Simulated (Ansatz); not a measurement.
Molecule: GaCl2 (charge +1, singlet). SMILES of the parent species: [Cl][Ga][Cl]
Coordinates optimised at B3LYP-D3(BJ)/def2-TZVP (Ansatz, an electronic-structure program):
```xyz
3

Ga     0.0000     0.0000     0.0000
Cl     0.0000     0.0000     2.0381
Cl     0.0000     0.0000    -2.0381
```
Charge +1, spin multiplicity 1.

Parts of the frozen-core correlation energy in STO-3G (Ansatz, hartree). Frozen orbitals: 24; correlated occupied orbitals by spin: 8 and 8; virtual: 4 and 4. Spin-orbit coupling is left out. No relativistic terms. The restricted reference is unstable.

| term | value |
|---|---|
| reference (HF) | -2809.93418 |
| MP2 opposite-spin | -0.02971 |
| MP2 same-spin | -0.00910 |
| CCSD correlation | -0.04630 |
| (T) | -0.00416 |
| FCI minus CCSD(T) | -0.00042 |
| T1 diagnostic | 0.018 |
| largest doubles amplitude | 0.051 |
